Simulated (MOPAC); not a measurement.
Input for MOPAC: PM6 on H3O3Re (SMILES [OH][Re]([OH])[OH]), 2S+1 = 3, a spin state set in the input, which need not be the lowest.

```
PM6 1SCF PRECISE CHARGE=0 UHF MS=1 THREADS=1
H3O3Re

Re     0.05382957 1    -0.07167798 1    -0.10341179 1
O     -1.21815622 1    -1.41230167 1    -0.36951827 1
H     -2.05388177 1    -1.29240751 1     0.10754600 1
O      0.16819917 1     1.37377194 1    -1.27976904 1
H     -0.33408936 1     2.16148170 1    -1.01968978 1
O      1.22639387 1    -0.18175941 1     1.34601764 1
H      2.05569681 1    -0.65271060 1     1.16963700 1
```

Output:

```
*******************************************************************************
 **                                                                           **
 **                              MOPAC v23.2.5                                **
 **                                                                           **
 *******************************************************************************
 ** MOPAC's Digital Object Identifier: https://doi.org/10.5281/zenodo.6511958 **
 **                                                                           **
 ** Please cite the open-source release paper for use of this MOPAC version:  **
 ** J. E. Moussa and J. J. P. Stewart (2026)                                  **
 ** MOPAC: An open-source semiempirical molecular orbital program             **
 ** J. Open Source Softw., 11(119), 8025, https://doi.org/10.21105/joss.08025 **
 *******************************************************************************

                              PM6 CALCULATION RESULTS

 *******************************************************************************
 *  PM6        - The PM6 Hamiltonian to be used
 *  UHF        - UNRESTRICTED HARTREE-FOCK CALCULATION
 *
 *
 *
 *                 CHARGE ON SYSTEM = 0
 *
 *
 *
 *  MS=        - IN MECI, MAGNETIC COMPONENT OF SPIN =  1.0
 *  PRECISE    - TIGHTER CRITERIA TO BE USED
 *  1SCF       - DO 1 SCF AND THEN STOP
 *  THREADS=1  - MULTI-THREADING NOT USED
 *  T=         - A TIME OF 172800.0 SECONDS REQUESTED
 *  DUMP=N     - RESTART FILE WRITTEN EVERY 7200.0 SECONDS REQUESTED
 *******************************************************************************
PM6 1SCF PRECISE CHARGE=0 UHF MS=1 THREADS=1
 H3O3Re

   ATOM   CHEMICAL          X               Y               Z
  NUMBER   SYMBOL      (ANGSTROMS)     (ANGSTROMS)     (ANGSTROMS)

     1      Re          0.05382957  *  -0.07167798  *  -0.10341179  *
     2       O         -1.21815622  *  -1.41230167  *  -0.36951827  *
     3       H         -2.05388177  *  -1.29240751  *   0.10754600  *
     4       O          0.16819917  *   1.37377194  *  -1.27976904  *
     5       H         -0.33408936  *   2.16148170  *  -1.01968978  *
     6       O          1.22639387  *  -0.18175941  *   1.34601764  *
     7       H          2.05569681  *  -0.65271060  *   1.16963700  *



          CARTESIAN COORDINATES

    NO.       ATOM           X           Y           Z

     1        Re          0.0538     -0.0717     -0.1034
     2         O         -1.2182     -1.4123     -0.3695
     3         H         -2.0539     -1.2924      0.1075
     4         O          0.1682      1.3738     -1.2798
     5         H         -0.3341      2.1615     -1.0197
     6         O          1.2264     -0.1818      1.3460
     7         H          2.0557     -0.6527      1.1696

 General Reference for PM6:
 "Optimization of Parameters for Semiempirical Methods V: Modification of NDDO Approximations
 and Application to 70 Elements", J. J. P. Stewart, J. Mol. Mod., 13, 1173-1213 (2007)
 URL: https://link.springer.com/article/10.1007/s00894-007-0233-4

           Empirical Formula: H3 O3 Re  =     7 atoms



      MOLECULAR POINT GROUP   :   Cs


          UHF CALCULATION, NO. OF ALPHA ELECTRONS =   15
                           NO. OF BETA  ELECTRONS =   13

 -------------------------------------------------------------------------------
 PM6 1SCF PRECISE CHARGE=0 UHF MS=1 THREADS=1
 H3O3Re



     1SCF WAS SPECIFIED, SO BFGS WAS NOT USED
     SCF FIELD WAS ACHIEVED


                              PM6 CALCULATION
                                                       MOPAC v23.2.5 Linux




          FINAL HEAT OF FORMATION =        -16.86031 KCAL/MOL =     -70.54352 KJ/MOL


          COSMO AREA              =        108.18 SQUARE ANGSTROMS
          COSMO VOLUME            =         96.23 CUBIC ANGSTROMS

          IONIZATION POTENTIAL    =          6.984136 EV
          ALPHA SOMO LUMO (EV)    =         -7.654 -0.181
          BETA  SOMO LUMO (EV)    =         -6.984 -0.347
          NO. OF ALPHA ELECTRONS  =         15
          NO. OF BETA  ELECTRONS  =         13
          MOLECULAR WEIGHT        =        237.2289         POINT GROUP:  Cs

          MOLECULAR DIMENSIONS (Angstroms)

            Atom       Atom       Distance
            H     7    H     3     4.29254
            H     5    H     3     3.55171
            O     4    O     6     1.29147


          SCF CALCULATIONS        =          1





   ATOM   CHEMICAL          X               Y               Z
  NUMBER   SYMBOL      (ANGSTROMS)     (ANGSTROMS)     (ANGSTROMS)

     1      Re          0.05382957  *  -0.07167798  *  -0.10341179  *
     2       O         -1.21815622  *  -1.41230167  *  -0.36951827  *
     3       H         -2.05388177  *  -1.29240751  *   0.10754600  *
     4       O          0.16819917  *   1.37377194  *  -1.27976904  *
     5       H         -0.33408936  *   2.16148170  *  -1.01968978  *
     6       O          1.22639387  *  -0.18175941  *   1.34601764  *
     7       H          2.05569681  *  -0.65271060  *   1.16963700  *

                             CARTESIAN COORDINATES

   1   Re        0.053829570    -0.071677980    -0.103411790
   2    O       -1.218156220    -1.412301670    -0.369518270
   3    H       -2.053881770    -1.292407510     0.107546000
   4    O        0.168199170     1.373771940    -1.279769040
   5    H       -0.334089360     2.161481700    -1.019689780
   6    O        1.226393870    -0.181759410     1.346017640
   7    H        2.055696810    -0.652710600     1.169637000


           Empirical Formula: H3 O3 Re  =     7 atoms



      MOLECULAR POINT GROUP   :   Cs


          ALPHA EIGENVALUES
 -30.05458 -30.01630 -28.79642 -18.41900 -18.07946 -18.01604 -14.19913 -14.14572
 -13.79975 -12.94550 -12.92659 -11.85756  -8.13349  -7.72538  -7.65439  -0.18064
  -0.17083   0.65666   1.09934   3.53656   3.58282   4.87800   5.07924   5.11517


           BETA EIGENVALUES
 -30.11216 -30.09427 -28.92736 -18.31230 -17.94838 -17.87895 -14.05988 -14.01856
 -13.56205 -12.90839 -12.86441 -12.07985  -6.98414  -0.34709  -0.32659   0.40465
   0.42041   1.23915   2.43869   4.13886   4.14162   4.97562   5.34493   5.44045


              NET ATOMIC CHARGES AND DIPOLE CONTRIBUTIONS

  ATOM NO.   TYPE          CHARGE      No. of ELECS.   s-Pop       p-Pop       d-Pop
    1         Re           0.591091        6.4089     1.40373     0.80773     4.19745
    2          O          -0.534441        6.5344     1.68639     4.84805
    3          H           0.338192        0.6618     0.66181
    4          O          -0.534446        6.5344     1.68643     4.84802
    5          H           0.338181        0.6618     0.66182
    6          O          -0.536938        6.5369     1.68776     4.84918
    7          H           0.338361        0.6616     0.66164
 DIPOLE           X         Y         Z       TOTAL
 POINT-CHG.    -0.853     0.715     0.888     1.424
 HYBRID         0.144    -0.118    -0.139     0.233
 SUM           -0.708     0.597     0.749     1.191


          ATOMIC ORBITAL ELECTRON POPULATIONS

     Atom    s        px        py        pz      x^2-y^2     xz        z^2       yz        xy
    1 Re   1.40373   0.25045   0.28672   0.27057   0.85108   0.80958   0.92247   0.75977   0.85455
    2  O   1.68639   1.41626   1.73112   1.70067
    3  H   0.66181
    4  O   1.68643   1.68030   1.43155   1.73617
    5  H   0.66182
    6  O   1.68776   1.43221   1.69134   1.72563
    7  H   0.66164


                    (SZ)    =    1.000000
                    (S**2)  =    2.011275


          ATOMIC ORBITAL SPIN POPULATIONS

    Atom   Total    s     px     py     pz   x^2-y^2  xz     z^2    yz     xy
         Atomic
    1 Re  2.0139  0.054  0.015  0.021  0.021  0.530  0.242  0.641  0.352  0.138
    2  O -0.0314  0.000 -0.013 -0.006 -0.012
    3  H  0.0277  0.028
    4  O -0.0314  0.000 -0.011 -0.015 -0.005
    5  H  0.0276  0.028
    6  O -0.0337  0.001 -0.013 -0.015 -0.007
    7  H  0.0273  0.027

 **********************
 *                    *
 * JOB ENDED NORMALLY *
 *                    *
 **********************




 == MOPAC DONE ==
```

The run finished.

Cost: roughly 0.03 core-seconds.
